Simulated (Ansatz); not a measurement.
Z-matrix (Å, degrees):
```
C
N 1 1.449
H 1 1.096 2 112.2
H 1 1.092 2 109.9 3 119.2
H 1 1.096 2 112.2 3 -121.6
Al 2 1.752 1 127.6 3 -119.3
H 2 1.008 1 112.6 3 60.7
F 6 1.650 2 119.5 1 -180.0
O 6 1.687 2 119.4 1 0.0
H 9 0.955 6 124.0 2 -180.0
```

The species carries charge 0 and has multiplicity 1.

Q: List the ωB97M-V/def2-TZVPP orbital energies in eV (Ansatz 0.2.0). (Estimate.)

A: Ansatz gave: Occupied: -1531.86, -676.40, -525.68, -393.97, -281.95, -116.51, -76.16, -76.05, -75.98, -34.56, -30.04, -26.81, -21.03, -17.01, -15.65, -15.31, -14.38, -14.37, -13.99, -13.76, -12.45, -12.04, -11.90, -9.24. Lowest empty: 1.24, 2.31, 2.65, 3.03, 3.75, 4.46, 5.11, 5.24.
